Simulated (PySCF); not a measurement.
SMILES C=CC[SiH2]O[SiH3] (GFN2-xTB optimised geometry):

```
16

C      2.815    -1.708     1.033
C      2.060    -1.380     0.000
C      0.575    -1.380     0.000
Si    -0.115     0.398     0.000
O     -1.730     0.289    -0.014
Si    -3.333     0.484     0.097
H      3.891    -1.673     0.992
H      2.384    -2.029     1.967
H      2.522    -1.057    -0.924
H      0.210    -1.902    -0.888
H      0.203    -1.920     0.873
H      0.262     1.124    -1.214
H      0.275     1.117     1.213
H     -3.747    -0.167     1.338
H     -3.606     1.920     0.119
H     -3.891    -0.166    -1.086
```

Level of theory: CAM-B3LYP/def2-TZVP (PySCF).

Question: What are the frontier orbital energies and the dipole moment?

Answer: HOMO-2 -10.13 eV, HOMO-1 -9.93 eV, HOMO -8.43 eV, LUMO 0.93 eV, LUMO+1 1.41 eV; dipole moment 0.35 D.

On the same geometry PBE/def2-TZVP (PySCF 2.14.0) gives HOMO-2 -7.31 eV, HOMO-1 -7.09 eV, HOMO -6.02 eV, LUMO -1.02 eV, LUMO+1 -0.58 eV; dipole moment 0.38 D.

Meta-Löwdin charges at CAM-B3LYP/def2-TZVP: C1 -0.28, C2 -0.09, C3 -0.46, Si4 0.94, O5 -0.86, Si6 0.80, H7 0.12, H8 0.11, H9 0.11, H10 0.13, H11 0.12, H12 -0.14, H13 -0.13, H14 -0.13, H15 -0.13, H16 -0.12.
